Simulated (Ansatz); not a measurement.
Coupled-cluster diagnostics for VO₂, Ansatz.

Geometry of the doublet (PBE0-D4/def2-TZVP):

```xyz
3

V     0.1702   -0.0467    0.5325
O    -1.2106    0.6608    0.1495
O     1.0404   -0.6141   -0.6820
```

Correlated methods freeze 7 core orbitals; core or outer-core shells of V are correlated, in sets that lack core-valence functions. In CCSD on the charge 0 doublet the largest single amplitude is 0.60, so its Hartree–Fock determinant may place the open shell otherwise than the density functionals do. No other spin state of charge 0 was run.

Task: Estimate the CCSD(T) correlation energy, the shares of MP2 and (T), T1 and the reference's ⟨S²⟩ for: charge 0, doublet, own geometry in def2-TZVPP; charge 1, singlet, vertical in def2-TZVPP; and the rough time on 4 threads of Arm Neoverse V2 on a shared host.

Result: 
```
                          state       basis  correlation (eV)  MP2 share (%)  (T) share (%)     T1  ⟨S²⟩ (pure)  wall time                                                                  remarks
charge 0, doublet, own geometry  def2-TZVPP           -27.671           85.4            6.2  0.129  2.00 (0.75)       11 s  flagged by the program, large T1 (0.129), spin-contaminated (⟨S²⟩ 2.00)
    charge 1, singlet, vertical  def2-TZVPP           -30.601          107.0            8.7  0.053  0.00 (0.00)        6 s        flagged by the program, large T1 (0.053), restricted SCF unstable
```
Customary marks for T1 are 0.02 (closed shells), 0.045 (open shells) and about 0.05 (3d metals). T1 exceeds 0.02 in 2 of 2 rows and 0.045 in 2; the higher it lies, the less the single-reference result can be trusted.
